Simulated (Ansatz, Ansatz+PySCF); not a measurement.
| atom | x (Å) | y (Å) | z (Å) |
| --- | --- | --- | --- |
| C | 0.0000 | 0.7050 | 0.0000 |
| C | -1.3410 | 1.1407 | 0.0000 |
| C | -2.1698 | 0.0000 | 0.0000 |
| C | -1.3410 | -1.1407 | 0.0000 |
| C | 0.0000 | -0.7050 | 0.0000 |
| C | 1.1024 | 1.5841 | 0.0000 |
| C | 2.4770 | 1.2704 | 0.0000 |
| C | 3.0888 | 0.0000 | 0.0000 |
| C | 2.4770 | -1.2704 | 0.0000 |
| C | 1.1024 | -1.5841 | 0.0000 |
| H | -1.6763 | 2.1726 | 0.0000 |
| H | -3.2548 | 0.0000 | 0.0000 |
| H | -1.6763 | -2.1726 | 0.0000 |
| H | 0.8609 | 2.6419 | 0.0000 |
| H | 3.1535 | 2.1187 | 0.0000 |
| H | 4.1738 | 0.0000 | 0.0000 |
| H | 3.1535 | -2.1187 | 0.0000 |
| H | 0.8609 | -2.6419 | 0.0000 |

Basis set: def2-SVP (spherical functions). Charge 0, multiplicity 3.

Computed with Ansatz (development build ahead of 0.2.0); each method stands on the lowest determinant of its kind that the runs found. Restricted functionals stand beside restricted open-shell atoms, which can lie above the unrestricted atoms usual in DFT and then raise those values.

**Question.** Give the atomization energy at this shape (free ground-state atoms in the same class of orbitals less the molecule, no zero-point energy) of triplet C₁₀H₈ by ωB97X (unrestricted), PBE0 (unrestricted), PBE0 (restricted open-shell), UHF, ROHF.

**Answer.**

```json
{"method": "ωB97X (unrestricted)", "atomization energy": "91.36 eV"}
{"method": "PBE0 (unrestricted)", "atomization energy": "93.26 eV"}
{"method": "PBE0 (restricted open-shell)", "atomization energy": "93.63 eV"}
{"method": "UHF", "atomization energy": "68.63 eV"}
{"method": "ROHF", "atomization energy": "68.98 eV"}
```

Caution: another spin multiplicity may lie lower. Caution for UHF: the unrestricted determinant is spin contaminated. Caution for ROHF: an unrestricted determinant lies well below.

The shape needn't be a minimum at these levels.
